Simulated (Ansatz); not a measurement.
A short molecular-dynamics run on CH$_{3}$ClInO, SMILES `C[O][In][Cl]` radical.

```yaml
crystal:
  periodic: [false, false, false]
  atoms:
    - {symbol: C, position_ang: [0.091302, 1.144393, 0.187160]}
    - {symbol: O, position_ang: [-0.344456, -0.082417, -0.327069]}
    - {symbol: In, position_ang: [0.367579, -1.900771, 0.162841]}
    - {symbol: Cl, position_ang: [-0.700300, -3.673166, -0.970944]}
    - {symbol: H, position_ang: [-0.501133, 1.932361, -0.292196]}
    - {symbol: H, position_ang: [-0.060247, 1.231294, 1.270344]}
    - {symbol: H, position_ang: [1.147257, 1.348317, -0.030134]}
basis:
  gaussian: {orbitals: def2-SVP}
magnetization: {spin_polarized: true, initial_magnetization: 1}
hamiltonian: {xc: {name: BLYP}}
md: {timestep: 0.5 fs, n_steps: 50, ensemble: nvt_langevin, temperature: 500, initial_velocities: maxwell_boltzmann, friction: 0.01, seed: 23}
```

```sh
$ ansatz run in.yaml --threads 4 --pin off --events-out ev --progress --plain --max-ram 10444MiB
```

| step | time (fs) | potential energy (eV) | kinetic (eV) | T (K) | conserved (eV) |
| --- | --- | --- | --- | --- | --- |
| 0 | 0.0 | -20821.6665 | 0.3878 | 429 | – |
| 1 | 0.5 | -20821.6410 | 0.3526 | 390 | – |
| 2 | 1.0 | -20821.6043 | 0.3134 | 346 | – |
| 3 | 1.5 | -20821.5686 | 0.2434 | 269 | – |
| 4 | 2.0 | -20821.5479 | 0.2142 | 237 | – |
| 5 | 2.5 | -20821.5503 | 0.2397 | 265 | – |
| 6 | 3.0 | -20821.5689 | 0.2687 | 297 | – |
| 7 | 3.5 | -20821.5905 | 0.2943 | 325 | – |
| 8 | 4.0 | -20821.6051 | 0.3458 | 382 | – |
| 9 | 4.5 | -20821.6037 | 0.3549 | 392 | – |
| 10 | 5.0 | -20821.5849 | 0.3462 | 383 | – |
| 11 | 5.5 | -20821.5545 | 0.3353 | 371 | – |
| 12 | 6.0 | -20821.5184 | 0.3281 | 363 | – |
| 13 | 6.5 | -20821.4839 | 0.2918 | 322 | – |
| 14 | 7.0 | -20821.4584 | 0.2874 | 318 | – |
| 15 | 7.5 | -20821.4472 | 0.2936 | 324 | – |
| 16 | 8.0 | -20821.4482 | 0.2970 | 328 | – |
| 17 | 8.5 | -20821.4629 | 0.3429 | 379 | – |
| 18 | 9.0 | -20821.4932 | 0.3843 | 425 | – |
| 19 | 9.5 | -20821.5329 | 0.4395 | 486 | – |
| 20 | 10.0 | -20821.5751 | 0.4756 | 526 | – |
| 21 | 10.5 | -20821.6136 | 0.4877 | 539 | – |
| 22 | 11.0 | -20821.6419 | 0.5225 | 577 | – |
| 23 | 11.5 | -20821.6536 | 0.5316 | 587 | – |
| 24 | 12.0 | -20821.6470 | 0.5302 | 586 | – |
| 25 | 12.5 | -20821.6262 | 0.4879 | 539 | – |
| 26 | 13.0 | -20821.6001 | 0.4942 | 546 | – |
| 27 | 13.5 | -20821.5803 | 0.4867 | 538 | – |
| 28 | 14.0 | -20821.5782 | 0.4660 | 515 | – |
| 29 | 14.5 | -20821.5951 | 0.4508 | 498 | – |
| 30 | 15.0 | -20821.6206 | 0.4817 | 532 | – |
| 31 | 15.5 | -20821.6443 | 0.5171 | 572 | – |
| 32 | 16.0 | -20821.6537 | 0.4977 | 550 | – |
| 33 | 16.5 | -20821.6440 | 0.4807 | 531 | – |
| 34 | 17.0 | -20821.6179 | 0.4636 | 512 | – |
| 35 | 17.5 | -20821.5832 | 0.4508 | 498 | – |
| 36 | 18.0 | -20821.5488 | 0.4118 | 455 | – |
| 37 | 18.5 | -20821.5214 | 0.3799 | 420 | – |
| 38 | 19.0 | -20821.5063 | 0.3401 | 376 | – |
| 39 | 19.5 | -20821.5023 | 0.3428 | 379 | – |
| 40 | 20.0 | -20821.5091 | 0.3466 | 383 | – |
| 41 | 20.5 | -20821.5263 | 0.3415 | 377 | – |
| 42 | 21.0 | -20821.5517 | 0.3775 | 417 | – |
| 43 | 21.5 | -20821.5811 | 0.4330 | 479 | – |
| 44 | 22.0 | -20821.6077 | 0.4854 | 537 | – |
| 45 | 22.5 | -20821.6243 | 0.5138 | 568 | – |
| 46 | 23.0 | -20821.6253 | 0.5042 | 557 | – |
| 47 | 23.5 | -20821.6087 | 0.4639 | 513 | – |
| 48 | 24.0 | -20821.5793 | 0.4238 | 468 | – |
| 49 | 24.5 | -20821.5476 | 0.3892 | 430 | – |
| 50 | 25.0 | -20821.5309 | 0.3674 | 406 | – |

Velocities are drawn at the set temperature; a run this short doesn't reach equilibrium.

Frames (Å, forces in eV/Å):

```xyz
7
time=0.0 fs
C     0.091    1.144    0.187   -0.031   -0.132   -0.038
O    -0.344   -0.082   -0.327   -0.567    0.524   -0.476
In    0.368   -1.901    0.163    0.858   -0.507    0.740
Cl   -0.700   -3.673   -0.971   -0.442   -0.698   -0.467
H    -0.501    1.932   -0.292   -0.298    0.482   -0.234
H    -0.060    1.231    1.270   -0.078    0.136    0.581
H     1.147    1.348   -0.030    0.558    0.196   -0.106
7
time=1.0 fs
C     0.096    1.151    0.187    0.340   -0.413   -1.378
O    -0.350   -0.082   -0.318   -0.438    0.527   -0.587
In    0.368   -1.903    0.162    0.874   -0.410    0.748
Cl   -0.701   -3.670   -0.969   -0.470   -0.739   -0.492
H    -0.505    1.930   -0.284   -0.362    0.605   -0.295
H    -0.047    1.204    1.229   -0.268    0.354    2.158
H     1.158    1.370   -0.028    0.324    0.077   -0.153
7
time=2.0 fs
C     0.101    1.156    0.185    0.639   -0.386   -2.153
O    -0.356   -0.080   -0.310   -0.314    0.557   -0.679
In    0.369   -1.905    0.161    0.883   -0.323    0.751
Cl   -0.703   -3.668   -0.968   -0.492   -0.770   -0.512
H    -0.513    1.936   -0.275   -0.287    0.535   -0.257
H    -0.037    1.186    1.210   -0.350    0.462    3.014
H     1.174    1.391   -0.025   -0.079   -0.075   -0.163
7
time=3.0 fs
C     0.106    1.160    0.182    0.482   -0.096   -1.678
O    -0.362   -0.079   -0.302   -0.183    0.635   -0.754
In    0.369   -1.907    0.160    0.890   -0.248    0.751
Cl   -0.704   -3.666   -0.967   -0.510   -0.796   -0.529
H    -0.523    1.951   -0.272   -0.041    0.211   -0.069
H    -0.028    1.173    1.220   -0.256    0.527    2.469
H     1.188    1.414   -0.022   -0.382   -0.233   -0.190
7
time=4.0 fs
C     0.111    1.165    0.177    0.063    0.197   -0.356
O    -0.369   -0.077   -0.293   -0.043    0.742   -0.823
In    0.369   -1.908    0.160    0.895   -0.181    0.749
Cl   -0.705   -3.665   -0.967   -0.525   -0.815   -0.543
H    -0.535    1.970   -0.269    0.235   -0.166    0.138
H    -0.022    1.162    1.252   -0.057    0.605    1.064
H     1.197    1.439   -0.018   -0.567   -0.382   -0.230
7
time=5.0 fs
C     0.116    1.170    0.173   -0.423    0.368    1.069
O    -0.376   -0.075   -0.284    0.103    0.903   -0.842
In    0.370   -1.910    0.159    0.898   -0.107    0.748
Cl   -0.706   -3.663   -0.967   -0.541   -0.837   -0.558
H    -0.545    1.990   -0.262    0.473   -0.499    0.287
H    -0.018    1.157    1.298    0.144    0.666   -0.433
H     1.204    1.458   -0.016   -0.654   -0.495   -0.270
7
time=6.0 fs
C     0.123    1.175    0.170   -0.816    0.337    2.133
O    -0.384   -0.072   -0.276    0.250    1.039   -0.809
In    0.370   -1.912    0.158    0.893   -0.022    0.742
Cl   -0.708   -3.662   -0.968   -0.555   -0.855   -0.570
H    -0.550    2.001   -0.248    0.553   -0.607    0.306
H    -0.010    1.161    1.343    0.277    0.670   -1.487
H     1.206    1.474   -0.015   -0.601   -0.561   -0.316
7
time=7.0 fs
C     0.128    1.181    0.170   -1.130    0.181    2.755
O    -0.390   -0.068   -0.268    0.360    1.127   -0.745
In    0.369   -1.915    0.156    0.887    0.080    0.741
Cl   -0.710   -3.661   -0.967   -0.574   -0.880   -0.587
H    -0.549    2.006   -0.232    0.496   -0.571    0.259
H     0.003    1.172    1.378    0.335    0.627   -2.065
H     1.200    1.483   -0.019   -0.374   -0.565   -0.357
7
time=8.0 fs
C     0.133    1.187    0.174   -1.265   -0.076    3.026
O    -0.396   -0.062   -0.261    0.430    1.125   -0.661
In    0.369   -1.917    0.155    0.874    0.207    0.739
Cl   -0.713   -3.660   -0.967   -0.595   -0.908   -0.606
H    -0.544    2.006   -0.212    0.331   -0.378    0.134
H     0.019    1.188    1.395    0.346    0.545   -2.247
H     1.193    1.486   -0.030   -0.121   -0.515   -0.385
7
time=9.0 fs
C     0.137    1.193    0.180   -1.190   -0.403    3.012
O    -0.402   -0.055   -0.254    0.469    1.048   -0.559
In    0.368   -1.920    0.154    0.851    0.352    0.734
Cl   -0.716   -3.659   -0.966   -0.616   -0.935   -0.624
H    -0.535    2.001   -0.188    0.051   -0.040   -0.066
H     0.037    1.208    1.392    0.332    0.424   -2.098
H     1.186    1.484   -0.045    0.104   -0.446   -0.399
7
time=10.0 fs
C     0.141    1.199    0.189   -0.971   -0.706    2.570
O    -0.408   -0.048   -0.247    0.475    0.922   -0.425
In    0.368   -1.923    0.153    0.823    0.501    0.729
Cl   -0.720   -3.658   -0.966   -0.636   -0.960   -0.642
H    -0.527    1.996   -0.165   -0.239    0.332   -0.284
H     0.062    1.236    1.367    0.259    0.262   -1.520
H     1.180    1.477   -0.062    0.290   -0.351   -0.429
7
time=11.0 fs
C     0.143    1.204    0.200   -0.615   -0.936    1.499
O    -0.413   -0.041   -0.241    0.463    0.794   -0.243
In    0.367   -1.926    0.152    0.789    0.636    0.721
Cl   -0.724   -3.657   -0.967   -0.651   -0.977   -0.654
H    -0.519    1.991   -0.149   -0.482    0.655   -0.477
H     0.086    1.268    1.331    0.172    0.096   -0.443
H     1.176    1.465   -0.085    0.323   -0.268   -0.404
7
time=12.0 fs
C     0.146    1.209    0.213   -0.370   -0.960   -0.250
O    -0.417   -0.032   -0.237    0.445    0.677   -0.035
In    0.367   -1.929    0.151    0.754    0.764    0.711
Cl   -0.728   -3.656   -0.967   -0.663   -0.990   -0.663
H    -0.515    1.995   -0.138   -0.506    0.710   -0.543
H     0.111    1.300    1.292    0.099    0.000    1.105
H     1.175    1.452   -0.110    0.242   -0.200   -0.325
7
time=13.0 fs
C     0.151    1.214    0.225   -0.281   -0.792   -2.108
O    -0.421   -0.023   -0.232    0.422    0.549    0.171
In    0.367   -1.932    0.150    0.714    0.872    0.696
Cl   -0.733   -3.657   -0.967   -0.669   -0.991   -0.665
H    -0.516    2.004   -0.132   -0.303    0.511   -0.475
H     0.133    1.331    1.264    0.082   -0.010    2.557
H     1.178    1.437   -0.138    0.034   -0.139   -0.175
7
time=14.0 fs
C     0.155    1.217    0.234   -0.371   -0.516   -3.076
O    -0.425   -0.013   -0.227    0.394    0.446    0.361
In    0.366   -1.936    0.149    0.673    0.967    0.679
Cl   -0.738   -3.659   -0.968   -0.671   -0.987   -0.664
H    -0.518    2.021   -0.130   -0.007    0.176   -0.317
H     0.155    1.359    1.261    0.114   -0.028    3.018
H     1.179    1.419   -0.167   -0.132   -0.057    0.000
7
time=15.0 fs
C     0.159    1.220    0.241   -0.506   -0.073   -2.695
O    -0.428   -0.003   -0.224    0.357    0.369    0.523
In    0.365   -1.940    0.149    0.634    1.034    0.659
Cl   -0.744   -3.660   -0.970   -0.668   -0.973   -0.658
H    -0.519    2.041   -0.131    0.294   -0.200   -0.123
H     0.176    1.388    1.285    0.143   -0.188    2.102
H     1.179    1.399   -0.197   -0.255    0.031    0.192
7
time=16.0 fs
C     0.163    1.221    0.245   -0.613    0.443   -1.544
O    -0.431    0.005   -0.219    0.313    0.303    0.648
In    0.365   -1.943    0.149    0.597    1.075    0.635
Cl   -0.749   -3.661   -0.972   -0.659   -0.953   -0.647
H    -0.521    2.061   -0.132    0.558   -0.548    0.092
H     0.202    1.411    1.330    0.106   -0.445    0.459
H     1.175    1.380   -0.226   -0.301    0.126    0.355
7
time=17.0 fs
C     0.166    1.222    0.248   -0.550    0.762   -0.485
O    -0.434    0.014   -0.215    0.256    0.210    0.725
In    0.364   -1.946    0.148    0.558    1.111    0.609
Cl   -0.754   -3.663   -0.976   -0.648   -0.929   -0.633
H    -0.518    2.075   -0.130    0.668   -0.730    0.246
H     0.229    1.424    1.383    0.020   -0.637   -0.962
H     1.170    1.363   -0.251   -0.303    0.212    0.500
7
time=18.0 fs
C     0.168    1.224    0.251   -0.336    0.822    0.130
O    -0.437    0.024   -0.211    0.169    0.055    0.770
In    0.363   -1.949    0.148    0.518    1.152    0.580
Cl   -0.759   -3.665   -0.980   -0.636   -0.903   -0.619
H    -0.508    2.083   -0.127    0.627   -0.722    0.334
H     0.258    1.427    1.427   -0.089   -0.705   -1.810
H     1.162    1.347   -0.272   -0.253    0.301    0.614
7
time=19.0 fs
C     0.169    1.226    0.254   -0.069    0.653    0.479
O    -0.440    0.033   -0.207    0.069   -0.149    0.787
In    0.363   -1.952    0.148    0.475    1.192    0.549
Cl   -0.763   -3.666   -0.985   -0.622   -0.876   -0.602
H    -0.497    2.082   -0.121    0.486   -0.541    0.346
H     0.291    1.421    1.450   -0.228   -0.681   -2.166
H     1.153    1.331   -0.283   -0.110    0.402    0.607
7
time=20.0 fs
C     0.169    1.229    0.257    0.206    0.373    0.696
O    -0.442    0.043   -0.203   -0.037   -0.398    0.763
In    0.362   -1.956    0.148    0.428    1.224    0.515
Cl   -0.767   -3.668   -0.989   -0.602   -0.842   -0.581
H    -0.484    2.076   -0.112    0.261   -0.237    0.292
H     0.324    1.408    1.454   -0.363   -0.600   -2.179
H     1.144    1.322   -0.285    0.108    0.479    0.495
7
time=21.0 fs
C     0.171    1.232    0.260    0.385    0.063    0.704
O    -0.444    0.053   -0.198   -0.143   -0.645    0.715
In    0.362   -1.958    0.147    0.381    1.253    0.480
Cl   -0.771   -3.671   -0.994   -0.581   -0.806   -0.559
H    -0.470    2.072   -0.099    0.003    0.093    0.183
H     0.352    1.393    1.435   -0.444   -0.500   -1.814
H     1.134    1.315   -0.280    0.399    0.542    0.290
7
time=22.0 fs
C     0.174    1.234    0.265    0.458   -0.252    0.305
O    -0.447    0.062   -0.192   -0.217   -0.882    0.632
In    0.362   -1.961    0.146    0.329    1.270    0.442
Cl   -0.776   -3.674   -0.999   -0.554   -0.763   -0.531
H    -0.456    2.070   -0.086   -0.220    0.395    0.090
H     0.375    1.370    1.398   -0.440   -0.333   -0.995
H     1.129    1.316   -0.272    0.643    0.564    0.058
7
time=23.0 fs
C     0.177    1.237    0.269    0.461   -0.515   -0.600
O    -0.450    0.071   -0.184   -0.250   -1.093    0.516
In    0.361   -1.964    0.146    0.276    1.281    0.402
Cl   -0.782   -3.678   -1.004   -0.524   -0.715   -0.499
H    -0.444    2.071   -0.073   -0.410    0.649    0.017
H     0.394    1.344    1.350   -0.328   -0.134    0.344
H     1.130    1.327   -0.259    0.775    0.527   -0.180
7
time=24.0 fs
C     0.179    1.240    0.273    0.402   -0.609   -2.010
O    -0.452    0.079   -0.177   -0.250   -1.242    0.376
In    0.361   -1.966    0.145    0.229    1.280    0.365
Cl   -0.787   -3.681   -1.008   -0.494   -0.667   -0.469
H    -0.437    2.076   -0.061   -0.487    0.737    0.016
H     0.406    1.317    1.307   -0.072    0.059    2.005
H     1.138    1.345   -0.249    0.672    0.443   -0.283
7
time=25.0 fs
C     0.181    1.243    0.275    0.442   -0.503   -2.999
O    -0.455    0.086   -0.169   -0.242   -1.321    0.220
In    0.360   -1.968    0.145    0.183    1.255    0.327
Cl   -0.792   -3.686   -1.013   -0.458   -0.611   -0.432
H    -0.434    2.087   -0.049   -0.441    0.657    0.074
H     0.415    1.290    1.283    0.140    0.182    3.064
H     1.152    1.364   -0.243    0.376    0.342   -0.254
```

Hardware: 4 threads of an Intel Xeon Platinum 8488C on a shared host. Wall time 42 s, peak host memory 0.18 GiB.
